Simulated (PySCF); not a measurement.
Compound: MgCl2(H2O)2.
Cartesian coordinates in Å at the PBE0-D3(BJ)/def2-SVP level; atoms count from 1:
```xyz
9
Cl2H4MgO2 angstrom
Mg     0.4240   -0.0095    0.2555
Cl    -0.1222   -0.6420    2.3525
Cl     2.0181    0.6576   -1.1966
O     -0.7010    1.7185    0.1257
H     -0.2203    2.4131   -0.3464
H     -1.0018    2.0835    0.9683
O     -0.2459   -1.7142   -0.6926
H     -0.4642   -2.4267   -0.0762
H      0.3133   -2.0803   -1.3901
```

Computed, not measured: PySCF, TDDFT PBE0/def2-SVPD, vertical, gas phase, core orbitals frozen in the response. The geometry optimisation had not met its thresholds, so the values belong to a structure short of the stationary point.

Q: Predict the UV-vis stick spectrum at this level.

A: 

```csv
state,E (eV),E (kJ/mol),λ (nm),f,|μ| (D),"main configurations (H = HOMO, L = LUMO)"
S1,5.98,577,207.4,0.0047,0.45,H→L (98%)
S2,6.05,584,205.0,0.0006,0.16,H-1→L (97%)
S3,6.14,592,202.0,0.064,1.65,H-3/H-2→L (≥95%)
S4,6.15,593,201.7,0.123,2.30,H-3/H-2→L (≥96%)
S5,6.51,628,190.4,0.0001,0.04,H→L+1 (99%)
S6,6.63,640,187.0,0.0056,0.47,"H-3/H-2→L+1 (60%), H-1→L+1 (37%)"
S7,6.65,642,186.4,0.0026,0.32,"H-1→L+1 (55%), H-3/H-2→L+1 (≥38%)"
S8,6.71,647,184.8,0.013,0.72,H-3/H-2→L+1 (97%)
S9,6.89,665,180.0,0.090,1.85,H-4→L (91%)
```

Triplets, Tamm–Dancoff:

```
state  E (eV)  λ (nm)  main configurations (H = HOMO, L = LUMO)
   T1    5.88   210.7                                 H→L (96%)
   T2    5.95   208.5                               H-1→L (95%)
   T3    5.98   207.5                          H-3/H-2→L (≥95%)
```

The lowest singlet comes at 207 nm (577 kJ/mol) in the ultraviolet; it is very weak; its leading configuration is HOMO→LUMO (98%). The most intense listed level is S4 at 6.15 eV (202 nm, f = 0.123), 0.17 eV above S1. Löwdin shares by element: HOMO chlorine 92%, magnesium 7%; LUMO magnesium 41%, oxygen 24%, hydrogen 7% or more (atoms not listed hold the other 29%). The listed states span 0.91 eV, and the widest gap between neighbours is 0.36 eV (S4 to S5). The oscillator strengths of these states sum to 0.303; summed over the whole spectrum of an exact calculation they would give the number of electrons, 66 (Thomas–Reiche–Kuhn). Orbital energies (eV): HOMO-3 -8.10, HOMO-2 -8.10, HOMO-1 -8.06, HOMO -7.97, LUMO -0.99, LUMO+1 -0.55, LUMO+2 0.51. All these states lie below the vertical ionisation energy of 10.02 eV (ΔSCF). Orbitals of the list HOMO-3 to LUMO+2 that lie within 0.01 eV of each other are written together with a slash and their weights summed (≥ marks a lower bound); for degenerate orbitals outside that list single weights are arbitrary. Singlets were solved by full linear response, triplets in the Tamm–Dancoff approximation. The highest level found (7.13 eV, f 0.016 so far) is left out, since the window may have cut off a degenerate partner.

One conformer stands for the species.
